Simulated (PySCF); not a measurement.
difluoromethyl(methyl)silane (C2H6F2Si), SMILES FC(F)[SiH2]C. The structure is a stationary point at B3LYP-D3(BJ)/def2-SVP. The values are those of a single conformer.

### Question
Give the equilibrium geometry at B3LYP-D3(BJ)/def2-SVP (PySCF confirms it by a frequency run) as a Z-matrix, and its point group. (Estimate from the structure and the level; the computed values follow.)

### Answer
This is not unique; one that fits is point group Cs.
```
Si
H 1 1.4910
H 1 1.4910 2 109.33
C 1 1.8756 2 112.34 3 125.43
H 4 1.1009 1 111.70 2 -61.89
H 4 1.1011 5 108.58 1 -121.35
H 4 1.1011 5 108.58 6 -117.30
C 1 1.9251 2 107.70 3 -116.75
F 8 1.3731 1 108.84 2 -179.64
F 8 1.3731 9 107.67 1 -117.83
H 8 1.1062 9 107.46 10 -115.49
```
Charge 0, spin multiplicity 1.
